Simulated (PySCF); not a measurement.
**CuO⁺: from constants to spectrum**

PBE0 constants of CuO⁺, ³Σ⁻ (triplet), unpaired electrons π ↑↑ (basis Cu cc-pVDZ-PP with ECP10, O cc-pVDZ; scalar-relativistic core potentials; PySCF 2.14; masses 62.9296 and 15.9949 u):

```
ωe                   : 521.5 cm⁻¹
ωexe                 : 8.04 cm⁻¹
Be                   : 0.41888 cm⁻¹
αe                   : 0.00677 cm⁻¹
De to Cu⁺ (3d10) + O : 1.55 eV
```

(1) What force constant and bond length do these constants imply?

(2) Estimate the centrifugal constant D from the Kratzer relation and find the Dunham coefficient a1.

For an ion De counts to the pair picked by the measured ionisation energies or electron affinities, which need not be the lowest pair at this level. With d or f electrons several states lie close, and the lowest PBE0 determinant need not be the measured ground state.

## Answers

(1) Reduced mass μred = 12.753 u; k = 5.8918×10⁻⁷·μred·ωe² (u, cm⁻¹, mdyn/Å) = 2.04 mdyn/Å; Re = √(16.8576/(μred·Be)) (u, cm⁻¹, Å) = 1.776 Å.

(2) D = 4Be³/ωe² = 1.08e-06 cm⁻¹; a1 = −1 − αeωe/(6Be²) = -4.35.
